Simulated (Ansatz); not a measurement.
Hg3O2, relaxed as a singlet with RKS PBE-D4/def2-SVP in Ansatz, starting from the GFN1-xTB geometry. Force threshold 0.02 eV/Å.

In the def2 sets Hg takes a core potential; there is no spin–orbit coupling. The restricted singlet is unstable towards broken spin symmetry in Hartree–Fock (as tested in another run); at PBE-D4/def2-SVP this wasn't settled. Another isomer (singlet) lies 0.80 eV lower at PBE0-D4/def2-TZVP; other spin states weren't run for this one.

Start:

Cartesian coordinates in Å:
```
Hg -1.844 -0.422 0.242
Hg 1.359 -0.704 -0.715
Hg -0.424 1.598 0.953
O -0.427 -1.488 -0.682
O 1.336 1.016 0.202
```

| step | energy (eV) | largest force component (eV/Å) | SCF passes |
| --- | --- | --- | --- |
| 1 | -16614.5334 | 2.907 | 25 |
| 2 | -16615.5740 | 1.347 | 34 |
| 3 | -16616.0285 | 1.283 | 30 |
| 4 | -16616.2418 | 1.236 | 30 |
| 5 | -16616.3607 | 0.990 | 24 |
| 6 | -16616.4858 | 0.349 | 30 |
| 7 | -16616.5019 | 0.075 | 24 |
| 8 | -16616.5044 | 0.022 | 24 |
| 9 | -16616.5045 | 0.007 | 24 |

Force components are those of the run's own axes.

End:

Cartesian coordinates in Å:
```
Hg -2.018 -0.647 0.166
Hg 0.967 -0.501 -0.509
Hg -0.272 1.834 1.040
O -0.419 -1.878 -0.890
O 1.742 1.192 0.193
```

By distances, no bond broke or formed, bridged metal pairs apart. The bond that changes most is Hg1–Hg3, from 2.57 to 3.16 Å (atoms count from 1). Metal–metal contacts that move far: Hg1–Hg3 2.57 to 3.16 Å.

No frequencies were taken in this run, so the end may be a saddle point.

It took 41 s on 4 threads of Intel Xeon on a shared host.
